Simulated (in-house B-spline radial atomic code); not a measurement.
Ionising Si⁵⁺ with different functionals

Computed with a radial B-spline atomic code at the basis-set limit: non-relativistic Hamiltonian, point nucleus, spin-polarised at highest spin, spherical fractional occupations for the functionals, the average over the highest-spin determinants for Hartree-Fock. The ionisation energy is the difference of two self-consistent energies, [He] 2s2 2p5 → [He] 2s2 2p4, without Breit or QED terms; ε is the level of the shell that loses the electron (its least bound occupied spin orbital).

Hybrids are left out here: with spherical fractional occupations of an open shell their exact exchange keeps a self-interaction that integer-occupation calculations don't have.

```csv
method,rung,ΔSCF (eV),-ε(2p) (eV)
Hartree-Fock,Hartree-Fock,203.63,206.28
LDA VWN5,LDA,205.75,186.11
LDA PW92,LDA,205.74,186.10
LDA exchange-only,LDA,203.13,183.66
PBE,GGA,205.69,186.06
PBEsol,GGA,205.40,185.81
BLYP,GGA,205.76,186.12
RPBE,GGA,205.56,185.98
PW91,GGA,205.96,186.32
BP86,GGA,205.91,186.24
AM05,GGA,205.31,185.75
OLYP,GGA,205.74,186.36
TPSS,meta-GGA,205.86,186.37
SCAN,meta-GGA,206.19,187.21
r2SCAN,meta-GGA,206.13,187.14
M06-L,meta-GGA,205.88,186.99
revTPSS,meta-GGA,205.53,186.09
```

Q: How do they compare with the NIST value?

A: NIST lists 205.28 eV ± 0.005 (semi-empirical, ground level to ground level). Errors run from -2.15 to +0.91 eV; AM05 is closest (+0.03 eV), but part of that can be cancellation, since the calculations leave out relativity, Breit-QED terms, multiplet and fine-structure energies. Hartree-Fock also lacks correlation.
